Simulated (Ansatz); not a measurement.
Reaction (isomerisation): `C=C=C(F)BC` → `C/C=C1\CB1F`

Gas-phase electronic energies from Ansatz, PBE0-D4/def2-TZVP geometries. CCSD(T)/CBS is the MP2 limit (def2-TZVPP, def2-QZVPP) plus CCSD(T) − MP2 in def2-TZVPP, frozen cores. DFT in def2-TZVPP. B3LYP here is the variant with VWN-RPA as its local correlation; programs differ in this. Each species was taken in one conformer, which may not be the lowest.

| level | ΔE (kcal/mol) | difference from CCSD(T)/CBS |
| --- | --- | --- |
| PBE-D4 | -30.7 | 0.9 |
| PBE0-D4 | -33.1 | -1.5 |
| B3LYP-D4 | -28.4 | 3.2 |
| ωB97X-V | -31.6 | 0.0 |
| PBE0 | -32.9 | -1.3 |
| MP2/def2-TZVPP | -35.2 | -3.6 |
| HF/def2-QZVPP | -28.2 | 3.4 |
| HF/CBS(def2) | -28.2 | 3.4 |
| MP2/CBS(def2) | -35.8 | -4.2 |
| CCSD/CBS(def2) | -31.7 | -0.1 |
| CCSD(T)/CBS | -31.6 | 0 |

Largest T1 diagnostic among the species: 0.013.

In def2-TZVPP, CCSD(T) changes the Hartree–Fock value by −2.8 kcal/mol (the triples alone add +0.2 kcal/mol) and MP2 by −7.0 kcal/mol. From PBE to PBE0 (25 % exact exchange), in def2-TZVPP and without D4, ΔE moves by −2.4 kcal/mol.
